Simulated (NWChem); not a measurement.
Program: NWChem. System: ClFSi, charge 0, spin multiplicity 1, at a geometry optimised with PBE0/def2-SVP. The structure started from a generated list of species. Level: G0W0@PBE/def2-TZVPD, RI basis def2-tzvpd-rifit.

Part of the output:

```
             Northwest Computational Chemistry Package (NWChem) 7.3.0
             --------------------------------------------------------

                                NWChem Input Module
                                -------------------

 Scaling coordinates for geometry "geometry" by  1.889725989
 (inverse scale =  0.529177249)

 Turning off AUTOSYM since
 SYMMETRY directive was detected!

                             Geometry "geometry" -> ""
                             -------------------------

 Output coordinates in angstroms (scale by  1.889725989 to convert to a.u.)

  No.       Tag          Charge          X              Y              Z
 ---- ---------------- ---------- -------------- -------------- --------------
    1 Si                  14.0000    -0.79721500    -0.41277900     0.00000000
    2 F                    9.0000     0.26305100    -1.64902800     0.00000000
    3 Cl                  17.0000     0.51726800     1.21295000     0.00000000

 Effective nuclear repulsion energy (a.u.)     129.3597934915

            Nuclear Dipole moment (a.u.)
            ----------------------------
        X                 Y               Z
 ---------------- ---------------- ----------------
     0.0000094486    -0.0000151178     0.0000000000

      Symmetry information
      --------------------

 Group name             Cs
 Group number              2
 Group order               2
 No. of unique centers     3

      Symmetry unique atoms

     1    2    3


 Summary of "ao basis" -> "" (spherical)
 ------------------------------------------------------------------------------
       Tag                 Description            Shells   Functions and Types
 ---------------- ------------------------------  ------  ---------------------
 *                         def2-tzvpd                 on all atoms

 new library libraries.bse/

 Summary of "ri basis" -> "" (spherical)
 ------------------------------------------------------------------------------
       Tag                 Description            Shells   Functions and Types
 ---------------- ------------------------------  ------  ---------------------
 *                      def2-tzvpd-rifit              on all atoms

  pbe96 is a nonlocal functional; adding pw91lda local functional.

                                 NWChem DFT Module
                                 -----------------

 Summary of "ao basis" -> "ao basis" (spherical)
 ------------------------------------------------------------------------------
       Tag                 Description            Shells   Functions and Types
 ---------------- ------------------------------  ------  ---------------------
 Si                        def2-tzvpd               15       43   6s5p3d1f
 F                         def2-tzvpd               14       40   6s4p3d1f
 Cl                        def2-tzvpd               16       46   6s6p3d1f

 Summary of "ao basis" -> "ao basis" (spherical)
 ------------------------------------------------------------------------------
       Tag                 Description            Shells   Functions and Types
 ---------------- ------------------------------  ------  ---------------------
 Si                        def2-tzvpd               15       43   6s5p3d1f
 F                         def2-tzvpd               14       40   6s4p3d1f
 Cl                        def2-tzvpd               16       46   6s6p3d1f

      Symmetry analysis of basis
      --------------------------

        a'         87
        a"         42

            General Information
            -------------------
          SCF calculation type: DFT
          Wavefunction type:  closed shell.
          No. of atoms     :     3
          No. of electrons :    40
           Alpha electrons :    20
            Beta electrons :    20
          Charge           :     0
          Spin multiplicity:     1
          Use of symmetry is: on ; symmetry adaption is: on
          Maximum number of iterations: 100
          This is a Direct SCF calculation.
          AO basis - number of functions:   129
                     number of shells:    45
          Convergence on energy requested:  1.00D-06
          Convergence on density requested:  1.00D-05
[...]
   101      0.517908  3 Cl pz               104      0.306347  3 Cl pz
    98      0.238697  3 Cl pz                92     -0.199761  3 Cl pz
    18      0.110902  1 Si pz                52     -0.100514  2 F  pz
    95     -0.089893  3 Cl pz                55     -0.080893  2 F  pz
    58     -0.056185  2 F  pz                21      0.044013  1 Si pz

 Vector   19  Occ=2.000000D+00  E=-3.056522D-01  Symmetry=a'
              MO Center=  3.9D-01,  9.6D-01, -2.0D-12, r^2= 1.8D+00
   Bfn.  Coefficient  Atom+Function         Bfn.  Coefficient  Atom+Function
  ----- ------------  ---------------      ----- ------------  ---------------
   100      0.404082  3 Cl py                99     -0.326925  3 Cl px
   103      0.230497  3 Cl py               102     -0.202950  3 Cl px
    97      0.188031  3 Cl py                91     -0.156165  3 Cl py
    96     -0.150257  3 Cl px                90      0.125609  3 Cl px
    51      0.124933  2 F  py                54      0.099199  2 F  py

 Vector   20  Occ=2.000000D+00  E=-2.566529D-01  Symmetry=a'
              MO Center= -7.7D-01, -1.6D-01,  2.0D-15, r^2= 3.0D+00
   Bfn.  Coefficient  Atom+Function         Bfn.  Coefficient  Atom+Function
  ----- ------------  ---------------      ----- ------------  ---------------
     4      0.444812  1 Si s                  5      0.373126  1 Si s
    16     -0.282766  1 Si px                99      0.278141  3 Cl px
     3     -0.254125  1 Si s                 50      0.170296  2 F  px
   102      0.169282  3 Cl px                53      0.138883  2 F  px
    96      0.131057  3 Cl px               100      0.127039  3 Cl py

 Vector   21  Occ=0.000000D+00  E=-1.280373D-01  Symmetry=a"
              MO Center= -7.6D-01, -2.7D-01, -2.1D-15, r^2= 2.9D+00
   Bfn.  Coefficient  Atom+Function         Bfn.  Coefficient  Atom+Function
  ----- ------------  ---------------      ----- ------------  ---------------
    18      0.537135  1 Si pz                21      0.432805  1 Si pz
   101     -0.185929  3 Cl pz                15      0.172116  1 Si pz
     9     -0.170945  1 Si pz               104     -0.169592  3 Cl pz
    52     -0.151516  2 F  pz                55     -0.120571  2 F  pz
    58     -0.114734  2 F  pz                98     -0.091933  3 Cl pz

 Vector   22  Occ=0.000000D+00  E=-3.802141D-02  Symmetry=a'
              MO Center= -9.9D-01, -4.6D-01, -3.4D-15, r^2= 4.7D+00
   Bfn.  Coefficient  Atom+Function         Bfn.  Coefficient  Atom+Function
  ----- ------------  ---------------      ----- ------------  ---------------
    20      0.465149  1 Si py                17      0.458195  1 Si py
     6     -0.341990  1 Si s                 89      0.298099  3 Cl s
     5     -0.256352  1 Si s                 32     -0.254715  1 Si d -2
    49      0.245565  2 F  s                 19     -0.223298  1 Si px
    60      0.189260  2 F  py                99      0.178948  3 Cl px

 Vector   23  Occ=0.000000D+00  E=-2.069575D-02  Symmetry=a'
              MO Center= -3.0D-01,  6.5D-02,  1.1D-14, r^2= 6.6D+00
   Bfn.  Coefficient  Atom+Function         Bfn.  Coefficient  Atom+Function
  ----- ------------  ---------------      ----- ------------  ---------------
     5      0.642988  1 Si s                 19      0.522122  1 Si px
    49     -0.423750  2 F  s                  6      0.419303  1 Si s
    16      0.386077  1 Si px               105      0.333101  3 Cl px
    88     -0.306612  3 Cl s                 59      0.237467  2 F  px
   106      0.230666  3 Cl py                 4      0.212115  1 Si s

 center of mass
 --------------
 x =   0.01803812 y =  -0.01064770 z =   0.00000000

 moments of inertia (a.u.)
 ------------------
         385.226250802004         -81.812881321565           0.000000000000
         -81.812881321565         101.576826401317           0.000000000000
           0.000000000000           0.000000000000         486.803077203321

     Multipole analysis of the density
     ---------------------------------

     L   x y z        total         alpha         beta         nuclear
     -   - - -        -----         -----         ----         -------
     0   0 0 0     -0.000000    -20.000000    -20.000000     40.000000

     1   1 0 0     -0.421105     -0.210557     -0.210557      0.000009
     1   0 1 0      0.008617      0.004316      0.004316     -0.000015
     1   0 0 1      0.000000      0.000000      0.000000      0.000000

     2   2 0 0    -22.944582    -36.593143    -36.593143     50.241704
     2   1 1 0      0.636305    -19.981863    -19.981863     40.600031
     2   1 0 1      0.000000      0.000000      0.000000      0.000000
     2   0 2 0    -24.251897   -104.741970   -104.741970    185.232042
     2   0 1 1      0.000000      0.000000      0.000000      0.000000
     2   0 0 2    -21.106585    -10.553293    -10.553293      0.000000

 Task  times  cpu:       26.3s     wall:       26.3s

                                NWChem Input Module
                                -------------------

                                 NWChem GW Module
                                 ----------------

                             ***********************
                             ***        GW       ***
                             ***********************

 Summary of "ri basis" -> "ri basis" (spherical)
 ------------------------------------------------------------------------------
       Tag                 Description            Shells   Functions and Types
 ---------------- ------------------------------  ------  ---------------------
 Si                     def2-tzvpd-rifit            33      129   10s8p7d6f2g
 F                      def2-tzvpd-rifit            26       92   9s7p5d4f1g
 Cl                     def2-tzvpd-rifit            33      129   10s8p7d6f2g

                 Memory Information
                 ------------------
          Available GA per process is          1699.9 MBs
          Available stack per process is        700.0 MBs
          Available heap per process is           0.0 MBs

          Peak memory in Initialization
              Peak GA per process is                  8.6 MBs
              Peak stack per process is               0.2 MBs
              Peak heap per process is                9.1 MBs
              Memory not in MA per process            0.0 MBs

          Peak memory in AFF Calculation
              Peak GA per process is                 49.6 MBs
              Peak stack per process is              36.3 MBs
              Peak heap per process is                0.0 MBs
              Memory not in MA per process           36.3 MBs

          Computing 2-center integrals
          Computing Inverse Cholesky factor
          Computing 3-center integrals
          Computing V_xc ...

          Computing Sigma_x
          Computing RPA polarizability
          Solving quasiparticle equations

                  Alpha Orbitals
          State     Energy (eV)     Error (eV)
          -----------------------------------
@GW        17        -13.800           0.005
@GW        18        -11.535           0.002
@GW        19        -11.388           0.002
@GW        20        -10.010           0.002
@GW        21         -0.716           0.002
@GW        22          1.488           0.002

   Applying  -3.0257 eV scissor-shift to rest of particle states

   Applying   2.7685 eV scissor-shift to rest of hole states

     GW Timing Statistics
   ------------------------
   Init.   :          0.1s
     ERIs  :          1.5s
     Distr.:          0.0s
     Vxc   :          0.3s
   Sigma_x :          0.0s
   RPA     :          4.5s
   Wmn     :          0.1s
   Sigma_c :          0.0s
   GW total:          6.6s

 Task  times  cpu:        6.6s     wall:        6.6s

 Total times  cpu:       32.9s     wall:       32.9s
```

**Question.** Write an NWChem input that would produce this output.

**Answer.** Several could match; the one computed here: 
```
start mol
memory heap 200 mb stack 700 mb global 1700 mb
geometry units angstroms nocenter noautoz
  Si    -0.797215    -0.412779     0.000000
  F      0.263051    -1.649028     0.000000
  Cl     0.517268     1.212950     0.000000
  symmetry group Cs
end
basis spherical
  * library def2-tzvpd
end
basis "ri basis" bse spherical
  * library def2-tzvpd-rifit
end
dft
  xc xpbe96 cpbe96
  iterations 100
  direct
  tolerances tight
end
task dft energy
gw
  states alpha occ 4 vir 2
end
task dft gw
```
